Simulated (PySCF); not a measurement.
Level of theory: PySCF with B3LYP-D3(BJ)/def2-TZVP // PBE0-D4/def2-TZVP. Isolated molecules, 0 K electronic values unless said otherwise. B3LYP has the VWN-RPA correlation part, as in Gaussian. Delta-SCF ions had no search for a lower state. 

Reference species (SMILES): `[SiH3]Cl` (neutral, multiplicity 1).

```json
{
  "HOMO": "-8.77 eV",
  "vertical ionisation energy (Delta-SCF)": "11.43 eV",
  "HOMO–LUMO gap": "8.48 eV"
}
```

Changed species: `Cl[SiH2]I` (X = iodo; the reference has X = H).

Q: Predict the effect on the HOMO, vertical ionisation energy (Delta-SCF) and HOMO–LUMO gap.

A: the HOMO goes up by 1.08 eV, to -7.69 eV; the vertical ionisation energy (Delta-SCF) decreases by 1.33 eV, to 10.10 eV; the HOMO–LUMO gap decreases by 1.90 eV, to 6.58 eV.
